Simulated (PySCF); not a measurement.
**From computed data to an observable: oscillator strength and radiative lifetime**

Sn(I)(Me) (CH₃ISn), SMILES [CH3][Sn][I] (connectivity only; charge and spin as stated), neutral, multiplicity 1.

Coordinates come from a B3LYP-D3(BJ)/def2-SVP optimisation. The def2 effective core potentials stand for the cores of I, Sn; spin–orbit coupling is left out.

PySCF 2.14.0 with TDDFT-PBE0/def2-SVPD puts the first singlet state with f over 0.02 at 3.66 eV (vertical), with the transition dipole (0.029, -0.499, 0.000) in atomic units.

Problem. Find the oscillator strength, the wavelength and the radiative lifetime that this transition would have in vacuum if emission retraced absorption.

Solution. 
|μ|² = 0.2498 au, so |μ| = 1.27 D. ΔE = 3.66/27.211 = 0.1345 hartree. f = (2/3) ΔE |μ|² = 0.022 (the program prints 0.022).
λ = 1239.84/3.66 = 339 nm; ν = 29520 cm⁻¹.
Einstein's coefficient A = 0.6670 ν² f s⁻¹ (ν in cm⁻¹) = 1.3e7 s⁻¹, so τ = 1/A = 77 ns. This state is S3; the lower singlets have f = 0.009, 0.006. The figure is the radiative limit of this one transition; relaxation, internal conversion, crossing to triplets and a medium change what is measured.
